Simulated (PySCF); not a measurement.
TaOCl3, SMILES [O]=[Ta]([Cl])([Cl])[Cl], multiplicity 1. Atoms are numbered in the order given.

```xyz
5

Ta     0.0000     0.0000    -0.1598
O      0.0000     0.0000    -1.8728
Cl     1.9068     1.1009     0.5226
Cl     0.0000    -2.2018     0.5226
Cl    -1.9068     1.1009     0.5226
```

Coordinates come from a B3LYP-D3(BJ)/def2-SVP optimisation. The multiplicity is an assumed one; other spin states were not compared. The isomer is the one that the SMILES or the coordinates give; other isomers of the formula were not compared. The def2 effective core potentials stand for the cores of Ta; spin–orbit coupling is left out.

Calculation: B3LYP-D3(BJ)/def2-SVP (PySCF).

Frequencies are harmonic and unscaled.

Modes within 1.5 cm⁻¹ of each other (mostly degenerate sets) share a row, with their intensities summed.

Computed vibrational spectrum:
```json
[
 {"mode": "1–2", "ν (cm⁻¹)": "102", "IR (km/mol)": "2.3", "Raman (Å⁴/amu)": "4.8", "depolarisation": "0.75", "moving atoms (share of kinetic energy)": "Cl 90 %, Ta 10 %"},
 {"mode": "3", "ν (cm⁻¹)": "116", "IR (km/mol)": "2.0", "Raman (Å⁴/amu)": "1.2", "depolarisation": "0.75", "moving atoms (share of kinetic energy)": "Cl 70 %, Ta 27 %"},
 {"mode": "4–5", "ν (cm⁻¹)": "217", "IR (km/mol)": "7.7", "Raman (Å⁴/amu)": "5.0", "depolarisation": "0.75", "moving atoms (share of kinetic energy)": "O 77 %, Cl 19 %"},
 {"mode": "6", "ν (cm⁻¹)": "391", "IR (km/mol)": "10.5", "Raman (Å⁴/amu)": "13.1", "depolarisation": "0.04", "moving atoms (share of kinetic energy)": "Cl 95 %"},
 {"mode": "7–8", "ν (cm⁻¹)": "411", "IR (km/mol)": "151.9", "Raman (Å⁴/amu)": "2.1", "depolarisation": "0.75", "moving atoms (share of kinetic energy)": "Cl 74 %, Ta 25 %"},
 {"mode": "9", "ν (cm⁻¹)": "1015", "IR (km/mol)": "127.2", "Raman (Å⁴/amu)": "20.8", "depolarisation": "0.05", "moving atoms (share of kinetic energy)": "O 92 %, Ta 8 %"}
]
```
